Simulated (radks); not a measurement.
Results of a calculation; reference values are marked as such.
Q: K+, 18 electrons, occupied as [Ar] (the NIST ground configuration). Level of theory: Dirac Kohn-Sham, BLYP, spin-unpolarised, spherical densities, point nucleus (a radial shooting solver on a logarithmic mesh with Libxc functionals).

Spin-orbit splittings of the eigenvalues, e(l+1/2) - e(l-1/2), with zeta = 2 splitting/(2l+1) and mean radii in bohr:

shell  occ.  splitting (eV)  zeta (eV)  <r> j=l-1/2  <r> j=l+1/2
2p        6               ?          ?       0.3489       0.3514
3p        6          0.2714     0.1809        1.423        1.432

Estimate the 2p splitting.

A: 2.897 eV (zeta = 1.931 eV).
